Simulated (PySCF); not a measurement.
SMILES OB(O)[SiH2]B(O)O (H6B2O4Si), GFN2-xTB optimised geometry.

```
13

O      1.32     0.58     2.71
B      1.65     0.88     1.43
O      2.48     1.95     1.26
Si     0.84    -0.22     0.00
B     -1.14    -0.22     0.00
O     -1.96    -1.32     0.03
O     -1.76     0.98     0.00
H      1.72     1.15     3.37
H      2.72     2.17     0.37
H      1.37     0.21    -1.32
H      1.34    -1.62     0.04
H     -1.53    -2.17     0.02
H     -2.72     0.93     0.01
```

Density from PySCF with PBE0/def2-TZVP at that geometry.

Minimum of the electron density along straight lines between bonded atoms, close to the bond critical point (lines longer than 1.1 times the sum of covalent radii, or with two minima, are not listed):

```tsv
bond	length / Å	ρ at the minimum / e bohr⁻³	∇²ρ there / e bohr⁻⁵	position (fraction from the first atom)
O1–B2	1.352	0.214	0.99	0.67
B2–O3	1.365	0.206	0.96	0.33
B2–Si4	1.979	0.116	-0.01	0.62
Si4–B5	1.980	0.115	-0.01	0.39
B5–O6	1.365	0.206	0.96	0.33
B5–O7	1.353	0.214	0.99	0.33
O1–H8	0.960	0.359	-2.47	0.81
O3–H9	0.955	0.365	-2.55	0.81
Si4–H10	1.488	0.116	0.18	0.49
Si4–H11	1.487	0.116	0.19	0.49
O6–H12	0.955	0.365	-2.55	0.81
O7–H13	0.960	0.359	-2.47	0.81
```
